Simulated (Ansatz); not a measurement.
A search over several starts for the lowest SCF solution of the cluster Fe2Pt⁺ at the given spin, in a small basis.

```yaml
crystal:
  periodic: [false, false, false]
  atoms:
    - {symbol: Fe, position_ang: [0.288876, 0.046061, -1.245039]}
    - {symbol: Fe, position_ang: [1.019840, 0.238839, 0.789942]}
    - {symbol: Pt, position_ang: [-1.308716, -0.284901, 0.455097]}
basis:
  gaussian: {orbitals: def2-SVP}
total_charge: 1
magnetization: {spin_polarized: true, initial_magnetization: 5}
hamiltonian: {xc: pbe0, dispersion: d4}
output: {orbitals: {seedname: orbitals}}
```

```sh
$ ansatz run in.yaml --threads 4 --pin off --events-out ev --progress --plain --max-ram 3916MiB
```

Output, abridged:

```
Functional definition: PBE0
996 factors; integrals over basis functions are off by at most 6.3e-4 eV
mean field evaluation 1: about -71806.1021 eV, gradient 2.2e2 eV
mean field evaluation 2: about -70328.2818 eV, gradient 5.2e2 eV
mean field evaluation 4: about -71798.6656 eV, gradient 2.1e2 eV
mean field evaluation 8: about -71988.3554 eV, gradient 9.1e0 eV
mean field evaluation 16: about -71991.9578 eV, gradient 1.2e-1 eV
mean field evaluation 32: about -71992.1354 eV, gradient 3.1e-2 eV
mean field evaluation 64: about -71681.5883 eV, gradient 9.1e1 eV
mean field evaluation 96: about -71752.9644 eV, gradient 1.0e2 eV
mean field evaluation 128: about -71702.3129 eV, gradient 8.5e1 eV
mean field evaluation 160: about -71688.1153 eV, gradient 9.4e1 eV
mean field evaluation 192: about -71716.1046 eV, gradient 1.3e2 eV
mean field evaluation 224: about -71716.5022 eV, gradient 8.6e1 eV
mean field evaluation 256: about -71681.9859 eV, gradient 9.2e1 eV
mean field evaluation 288: about -71977.4052 eV, gradient 2.8e1 eV
mean field evaluation 320: about -71969.5995 eV, gradient 2.9e1 eV
mean field evaluation 352: about -71973.3297 eV, gradient 2.7e1 eV
mean field evaluation 384: about -71991.0750 eV, gradient 5.6e0 eV
mean field evaluation 416: about -71992.1517 eV, gradient 2.4e-6 eV
mean field evaluation 448: about -71992.0460 eV, gradient 2.7e0 eV
mean field evaluation 480: about -71991.4104 eV, gradient 1.8e-1 eV
mean field evaluation 512: about -71991.3962 eV, gradient 2.1e0 eV
mean field evaluation 544: about -71990.3191 eV, gradient 5.6e0 eV
mean field evaluation 576: about -71990.5591 eV, gradient 1.1e1 eV
mean field evaluation 608: about -71992.0499 eV, gradient 5.1e-4 eV
mean field evaluation 640: about -71991.9585 eV, gradient 2.4e-2 eV
mean field evaluation 672: about -71992.0127 eV, gradient 2.6e-6 eV
mean field evaluation 704: about -71991.9360 eV, gradient 3.4e0 eV
mean field evaluation 736: about -71992.0188 eV, gradient 4.3e-1 eV
mean field evaluation 768: about -71992.0634 eV, gradient 6.2e-1 eV
mean field evaluation 800: about -71992.1194 eV, gradient 2.8e-1 eV
mean field evaluation 832: about -71987.1424 eV, gradient 1.4e1 eV
mean field evaluation 864: about -71990.1415 eV, gradient 5.4e0 eV
mean field evaluation 896: about -71991.9213 eV, gradient 4.9e0 eV
mean field -71992.15165565 eV, -2645.6627753119 hartree, gradient 2.1e-6 eV, S^2 9.911040; 24 other end points of the search recorded, 0 dependent functions left out
reference -71992.15169532 eV, -2645.6627767698 hartree; 37, 32 occupied and 57, 62 virtual orbitals, 996 factors
Total energy: -71992.23425698 eV, -2645.6658108548 hartree
```

Hardware: 4 threads of Arm Neoverse V2 on a shared host. Wall time 2.3 min.

Other converged states that the search met: 0.02 eV higher (⟨S²⟩ = 9.89), 0.10 eV higher (⟨S²⟩ = 9.90), 0.14 eV higher (⟨S²⟩ = 9.99), 0.20 eV higher (⟨S²⟩ = 9.95).

In the def2 sets Pt takes a core potential; there is no spin–orbit coupling. The charge 1 sextet is spin-contaminated (final ⟨S²⟩ up to 9.91, 8.75 for a pure state). At PBE0-D4/def2-TZVP a octet of charge 1 lies 1.19 eV below the sextet at the same geometry. The structure comes from a short search, and lower isomers may exist.
